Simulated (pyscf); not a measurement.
Optimised with ωB97X-D3(BJ)/def2-SVP in PySCF. Correlated levels are frozen-core, on RHF or UHF. ΔMP2 is the change of the MP2 total energy from the triple- to the quadruple-zeta basis.

Question: Estimate the classical barrier height and the reaction energy of cyclic C₄H₃ (SMILES [CH]1C2=CC12) [doublet] → •HC=CH–C≡CH at CCSD(T)/def2-TZVPP + ΔMP2(QZVPP). The step runs on the doublet surface, breaks C–C, C–C and forms none; take the reactant's lowest minimum found as zero.

Answer: ΔE‡ = 32.6 kcal/mol, ΔE = -24.5 kcal/mol. Zero-point energy shifts the barrier by -2.6 kcal/mol. It is a double ring opening, with an imaginary mode of 396i cm⁻¹. cyclic C₄H₃ (SMILES [CH]1C2=CC12) [doublet] lies 35.9 kcal/mol over its isomer •HC=C=C=CH₂, and others may lie lower still (electronic energy, ωB97M-D3(BJ)). •HC=CH–C≡CH lies 12.5 kcal/mol over its isomer •HC=C=C=CH₂, and others may lie lower still (electronic energy, ωB97M-D3(BJ)). One saddle was located; it need not be the lowest between these sides. The CCSD(T) − MP2 part came from Ansatz, without density fitting, on the same reference. An open-shell T1 diagnostic exceeds 0.045. A UHF reference is spin-contaminated (<S²> up to 1.20), which harms MP2 most.
